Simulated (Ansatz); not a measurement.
CH4BrFOSi can be A, `FCO[SiH2]Br`, or B, `O[SiH2]C(F)Br`.

Computed with Ansatz on PBE0-D4/def2-TZVP structures; ΔE is electronic, products minus reactants. CCSD(T)/CBS is the MP2 limit (def2-TZVPP, def2-QZVPP) plus CCSD(T) − MP2 in def2-TZVPP, frozen cores. Functionals use def2-TZVPP. B3LYP here is the variant with VWN-RPA as its local correlation; programs differ in this. For Br outer-core shells are correlated without core-valence functions, which leaves a few kJ/mol of doubt a bond. Scalar relativity is left out up to krypton. One conformer a species, not always the lowest.

(1) Which isomer does CCSD(T)/CBS put lower? Give the gap. (Best estimate.)

(2) Give E(B) − E(A) in kJ/mol with B3LYP-D4, CCSD/def2-TZVPP, ωB97M-V, HF/def2-TZVPP, PBE0-D4, r2SCAN-D4, PBE-D4. (Estimate.)

Largest T1 diagnostic: 0.010.

Results:

(1) Ansatz gave: A, by 120.5 kJ/mol.

(2) Computed: B3LYP-D4 119.8, CCSD/def2-TZVPP 124.4, ωB97M-V 122.0, HF/def2-TZVPP 147.6, PBE0-D4 121.8, r2SCAN-D4 120.9, PBE-D4 112.0. None reverses the order clearly.

From PBE to PBE0 (25 % exact exchange), in def2-TZVPP and without D4, E(B) − E(A) moves by +9.6 kJ/mol. In def2-TZVPP, CCSD(T) changes the Hartree–Fock value by −26.8 kJ/mol (the triples alone add −3.6 kJ/mol) and MP2 by −25.6 kJ/mol.
